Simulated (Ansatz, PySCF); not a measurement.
Complex: CH4 (SMILES C) (first 5 atoms) with H2S (SMILES S); geometry from B3LYP-D3(BJ)/def2-TZVP, rigid monomers moved along the line of their centres of mass till C1···H8 is 2.72 Å.
(charge 0, multiplicity 1):
```xyz
8

C     -0.008    -0.057     0.169
H     -0.853     0.218     0.798
H     -0.216     0.225    -0.862
H      0.888     0.459     0.512
H      0.150    -1.133     0.222
S      0.401    -0.085     3.806
H      0.338     1.023     3.051
H      0.420    -0.883     2.727
```

Interaction energies are E(AB) − E(A) − E(B) at the monomers' geometry in the complex; basis-set methods are counterpoise corrected.

Cores are frozen in the correlated methods. CBS: X⁻³ extrapolation of the correlation energy, Hartree–Fock from the larger set.

Codes used: Ansatz (a program for electronic structure) with Gaussian orbitals; PySCF for the dispersion terms. Values without a source in brackets are computed.

PBE/def2-TZVPPD gives 0.36 kcal/mol for the interaction energy.

**Question.** Predict the shift from PBE, with its sign, for: PBE-D3(BJ)/def2-TZVPPD, r2SCAN/def2-TZVPPD, B3LYP/def2-TZVPPD, wB97M-V/def2-TZVPPD, MP2/CBS(aug-cc-pV(D+d)Z, aug-cc-pV(T+d)Z), CCSD(T)/CBS(aug-cc-pV(D+d)Z, aug-cc-pV(T+d)Z).

**Answer.** PBE-D3(BJ)/def2-TZVPPD -0.97; r2SCAN/def2-TZVPPD -0.49; B3LYP/def2-TZVPPD 0.77; wB97M-V/def2-TZVPPD -0.67; MP2/CBS(aug-cc-pV(D+d)Z, aug-cc-pV(T+d)Z) -0.89; CCSD(T)/CBS(aug-cc-pV(D+d)Z, aug-cc-pV(T+d)Z) -0.87 kcal/mol. 1 of 6 lie above PBE; the widest gap is to PBE-D3(BJ)/def2-TZVPPD.
